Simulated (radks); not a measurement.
Results of a calculation; reference values are marked as such.
Task: Level of theory: non-relativistic Kohn-Sham, PBE, spin-polarised, spherical densities, point nucleus; open shells are filled with parallel spins first (spin-orbit coupling, left out, can overturn this in heavy ions) (a radial shooting solver on a logarithmic mesh with Libxc functionals). Response by self-consistent Sternheimer equations with the Hartree and adiabatic LDA kernel. For heavy and open-shell atoms this level of theory can miss by tens of per cent. Rank Pm7+, Ba2+, Pr5+, Ce4+, Nd6+, Sm8+, La3+, Cs+, Xe (NIST ground configurations) by static dipole polarisability, largest first.

Result: Xe 28.95, Cs+ 16.53, Ba2+ 11.01, La3+ 7.958, Ce4+ 6.053, Pr5+ 4.770, Nd6+ 3.950, Pm7+ 3.256, Sm8+ 2.725 bohr^3.
